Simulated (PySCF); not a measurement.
Polarisability of `CC#C[P@@H+](C)CC`

Compound: C₆H₁₂P (charge +1).
Structure used (GFN2-xTB), in Å, numbered top down from 1:
```
atom  x, y, z in Å
C1     3.8873    0.5054    0.1251
C2     2.5001    0.2450   -0.0809
C3     1.3243    0.0210   -0.2603
P4    -0.3613   -0.2777   -0.5048
C5    -0.7904   -1.9649   -0.0263
C6    -1.3630    0.9624    0.3708
C7    -2.8530    0.7880    0.0871
H8     4.4788   -0.3503   -0.1993
H9     4.0788    0.6894    1.1820
H10    4.1880    1.3824   -0.4476
H11   -0.6159   -0.1495   -1.8557
H12   -0.6309   -2.0895    1.0461
H13   -1.8349   -2.1646   -0.2650
H14   -0.1578   -2.6717   -0.5642
H15   -1.1491    0.8701    1.4408
H16   -1.0180    1.9494    0.0466
H17   -3.2292   -0.1489    0.4910
H18   -3.0551    0.8162   -0.9824
H19   -3.4085    1.5972    0.5541
```

Level: CAM-B3LYP/def2-SVPD (PySCF), static field, nuclei fixed, core orbitals frozen in the response. The polarisability tensor in these axes (au):

```
x   126.57   5.08   2.59
y     5.08  79.54   1.85
z     2.59   1.85  68.66
```

**Question.** What are the eigenvalues, a third of the trace, and Δα (Δα² = ½Σ(αi − αj)² over the three pairs)?

**Answer.** Principal values 68.30, 79.22 and 127.25 au; mean 91.59 au = 13.57 Å³ = 15.10 × 10⁻⁴⁰ C²·m²/J; Δα = 54.32 au (59 % of the mean).

**Question.** Directions of the eigenvectors, and the extent of the frame along each?

**Answer.** Largest value along (0.99, 0.11, 0.05), where the nuclei span 7.60 Å; middle along (-0.11, 0.98, 0.14), 4.73 Å; least along (-0.03, -0.15, 0.99), 3.16 Å. The response follows the extents in order.

**Question.** What are the principal values of the traceless quadrupole moment, Θ = ½Σq(3rr − r²1), about the centre of nuclear charge?

**Answer.** -15.64, -8.02, 23.66 D·Å. The values depend on the origin, since the species is charged. The electronic extent ⟨r²⟩ about the same centre is 1409 bohr², a root-mean-square distance of 2.52 Å for the 62 electrons.

**Question.** Sum over states: ᾱ = Σ f/ω², ω in Eh. What share falls to these 8 lowest TDDFT singlets (eV, f)? 5.80, 0.0002; 6.04, 0.0023; 6.04, 0.0046; 8.07, 0.5227; 8.15, 0.0428; 8.32, 0.6211; 8.51, 0.0808; 8.58, 0.0232.

**Answer.** They add up to 14.27 au, 15.6 % of the 91.59 au; the largest single term is 6.64 au, from the state at 8.32 eV. Terms in order: 0.00, 0.05, 0.09, 5.94, 0.48, 6.64, 0.83, 0.23 au. Higher excitations give the rest. The strengths listed sum to 1.298.

**Question.** Rayleigh depolarisation ratio (linearly polarised light, static tensor)?

**Answer.** ρ = 3Δα²/(45ᾱ² + 4Δα²) = 8851.4/(377475 + 11801.8) = 0.0227.

One conformer (not necessarily the lowest) at the GFN2-xTB geometry, without solvent, vibrations or thermal averaging. GFN2-xTB frequencies show an imaginary mode (29i cm⁻¹), so this geometry is no minimum at that level.
